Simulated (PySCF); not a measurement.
## Electronic structure of Hg (mercury, neutral) at the r2SCANh level

Configuration: [Xe] 4f14 5d9 6s2 7s1, 7s spin antiparallel (an excited configuration). Computed with PySCF 2.14 in aug-cc-pwCVDZ-PP with ECP60MDF, with scalar relativity through the core potential.

* Total energy: -153.0842 hartree
* One-electron energy: -264.3157 hartree
* Hartree (Coulomb) energy: 124.8274 hartree
* Exchange-correlation energy: -13.5960 hartree
* ⟨S²⟩: 1.0008
* ⟨L²⟩: 6.009
* Sum of ⟨r⟩: 33.47 bohr
* Sum of ⟨r²⟩: 102.6 bohr²
* Traceless quadrupole moment −½Σ⟨3z² − r²⟩ along its main axis: -0.232 e·bohr²

```csv
shell,electrons,mean orbital energy (eV),spread (eV),"rms radius, mean of both spins (bohr)"
5s α,1,-130.84,0,0.969
5s β,1,-129.83,0,0.969
5p α,3,-79.163,1.649,1.11
5p β,3,-77.941,0.300,1.11
5d α,5,-19.087,1.958,1.56
5d β,4,-18.204,1.317,1.56
6s α,1,-12.538,0,2.63
6s β,1,-12.154,0,2.63
7s β,1,-1.773,0,7.59
```

Energies and moments cover only the electrons outside the core potential. Spin-orbit coupling, absent here, splits the open shell strongly. The outer electron is Rydberg-like, and this basis confines it to a smaller radius and binds it less than a complete one would. With the s spin flipped the determinant is a mixture of two multiplicities, not a spectroscopic state.
